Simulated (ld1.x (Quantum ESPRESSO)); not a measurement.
Results of a calculation; reference values are marked as such.
# Hardness and transferability of assorted potentials

Generated with ld1.x 7.5 (TM, RRKJ, ultrasoft, PAW), atompaw 4.2 or ONCVPSP 4.0.1. The cutoff is in Ry: for ld1.x and atompaw files where the sum of valence levels is converged to 10 mRy in a Bessel basis, for ONCV files where the hardest occupied wave has 1 mHa per electron of residual kinetic energy. The error is the largest all-electron minus pseudo excitation energy over each file’s own four to seven test configurations (ionisations up to +4, promotions, holes and added fractions of an electron), all of which were solved. The labels leave out finer settings (local radius, basis sizes, second energies), which also bear on the numbers. Spin-polarised tests are not counted. The rows are a selection from randomly drawn settings: files with unsolved tests, undetermined cutoffs or missed reference levels are left out.

A true bound ghost makes a file unfit for plane-wave use even where its test errors are small: the radial tests pick states by their node count and pass the ghost by.

| element | potential | cutoff (Ry) | largest error (meV) | bound ghosts |
| --- | --- | --- | --- | --- |
| F | TM, LDA (PZ), non-relativistic, rc 0.65/1.00/0.95 (spd), local smoothed, core correction no, reference 2s2 2p5 | 140 | +749 | none |
| Zn | TM, LDA (PZ), scalar-relativistic, rc 1.75/0.80/1.25 (spd), local smoothed, core correction yes, reference 3p6 3d10 4s2 4p0 | 200 | -188 | s |
| Hg | TM, PBEsol, scalar-relativistic, rc 1.80/3.40/3.40 (spd), local s, core correction yes, reference 6s2 6p0 | 21 | -499 | d |

(1) Fill in the row for Mo: RRKJ, LDA (PZ), scalar-relativistic, rc 1.95/1.50/1.65 (spd), local d, core correction no, reference 4s2 4p6 4d6 5s0 5p0.

(2) Fill in the row for Ga: ultrasoft, LDA (PZ), scalar-relativistic, rc 1.70/2.05 (sp), local smoothed, core correction yes, reference 4s1 4p0.

(3) Fill in the row for Fe: RRKJ, LDA (PZ), non-relativistic, rc 2.55/1.10/1.55 (spd), local s, core correction yes, reference 3p6 3d6 4s2 4p0.

Results:

(1) cutoff 60 Ry, largest error -218 meV, bound ghosts: none.

(2) cutoff 10 Ry, largest error -176 meV, bound ghosts: none.

(3) cutoff 100 Ry, largest error -1215 meV, bound ghosts: none.
